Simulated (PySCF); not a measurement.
**Spinor energies of Cd (cadmium, neutral)**

Start: [Kr] 4d10 5s2. Calculated with PySCF 2.14 in x2c-TZVPall-2c with one added diffuse shell each of s, p, d type (9s10p8d1f, 86 functions): generalised Hartree-Fock with the X2C-1e Hamiltonian and a Gaussian nucleus; one run each with spin-orbit coupling (SO) switched off, then screened by Boettger's factors. This is a chosen level, not necessarily the ground level.

| spinor shell | electrons | ε, spin-free (eV) | ε, screened SO (eV) | weight of nominal j (screened SO) | rms radius, screened SO (bohr) |
| --- | --- | --- | --- | --- | --- |
| 1s1/2 | 2 | -26846.2 | -26844.0 | 1.000 | 0.0348 |
| 2s1/2 | 2 | -4074.0 | -4073.4 | 1.000 | 0.142 |
| 2p1/2 | 2 | -3648.5 | -3781.8 | 1.000 | 0.124 |
| 3s1/2 | 2 | -797.44 | -797.30 | 1.000 | 0.381 |
| 3p1/2 | 2 | -654.35 | -678.98 | 1.000 | 0.375 |
| 3p3/2 | 4 | -654.35 | -643.00 | 1.000 | 0.386 |
| 3d3/2 | 4 | -431.07 | -435.32 | 1.000 | 0.362 |
| 3d5/2 | 6 | -431.07 | -428.11 | 1.000 | 0.365 |
| 4s1/2 | 2 | -129.08 | -129.06 | 1.000 | 0.942 |
| 4p1/2 | 2 | -84.785 | -89.025 | 1.000 | 1.01 |
| 4p3/2 | 4 | -84.785 | -82.839 | 1.000 | 1.05 |
| 4d3/2 | 4 | -19.620 | -20.113 | 1.000 | 1.38 |
| 4d5/2 | 6 | -19.620 | -19.290 | 1.000 | 1.40 |
| 5s1/2 | 2 | -7.653 | -7.655 | 1.000 | 3.33 |

Problem. Where does 2p3/2 lie, and what is the 2p spin-orbit splitting (screened SO)?

Solution. At -3587.2 eV, 194.57 eV above 2p1/2.

```
   quantity    spin-free  screened SO
E (hartree)  -5590.77540  -5591.90019
        M_J            0            0
       ⟨J²⟩        0.000        0.000
       ⟨L²⟩        0.000        0.016
       ⟨S²⟩        0.000        0.016
```

Breit and QED terms are absent; they matter most for the inner s and p1/2 levels.

Densities and radii are taken from the X2C orbitals without a picture-change correction, which distorts them close to the nucleus.

Without spin-orbit coupling the j labels of p, d and f shells carry no meaning; the spin-free column gives the mean over the occupied spinors of each nl shell.
